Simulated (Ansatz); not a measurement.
HIn, charge -1, doublet, geometry from GFN2-xTB (such geometries of metal compounds can be far from the true shape) (a state made from the parent by changing its charge; the spin is typed, not shown lowest) (core potentials on In) (a gas-phase anion, which may not be bound at this level). Base run: R2SCAN/def2-TZVP (Ansatz, a first-principles code).

Geometry (Å):
```xyz
2

In     0.0000     0.0000    -0.0358
H      0.0000     0.0000     1.7524
```
Charge -1, spin multiplicity 2.
Orbitals are unrestricted.
All else is at Ansatz's defaults.

The base run was repeated with changes; each row names its change, and settings that it needs were set with it.

```tsv
change	basis functions	E (Eh)
base	56	-190.78865
basis = def2-SV(P)	28	-190.77398
basis = STO-3G	28	-5685.33754
basis = def2-SVP	31	-190.77511
basis = 3-21G	35	-5718.03316
basis = def2-SVPD	40	-190.77824
basis = def2-TZVPP	64	-190.78884
basis = def2-TZVPD	65	-190.78963
basis = def2-QZVP	112	-190.79221
basis = def2-QZVPP	112	-190.79221
```

Totals compare only among sets that treat the same electrons; sets with core potentials leave the core out.

A gas-phase anion may not be bound at this level; its values then depend on the basis.
